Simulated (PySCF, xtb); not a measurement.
Ge(OH)3(PH2) (GeH5O3P), SMILES [OH][Ge]([OH])([OH])[PH2]. Other conformers were not sampled.

Harmonic wavenumbers (cm⁻¹) from GFN2-xTB (xtb 6.7.1) at its own minimum, in rising order: 65, 100, 109, 152, 178, 206, 221, 232, 291, 359, 523, 536, 544, 709, 726, 780, 794, 815, 1111, 2266, 2334, 3644, 3647, 3674.

Task: What does PBE-D3(BJ)/def2-SVP (PySCF 2.14.0) give at its own minimum? (Estimate from the structure and the level; the computed values follow.)

Result: 52, 87, 131, 153, 182, 207, 237, 254, 307, 358, 630, 661, 675, 687, 701, 862, 890, 902, 1046, 2322, 2340, 3706, 3709, 3729. Paired by order, the mean absolute difference is 45 cm⁻¹ and the zero-point energies are 34.3 and 35.5 kcal/mol.
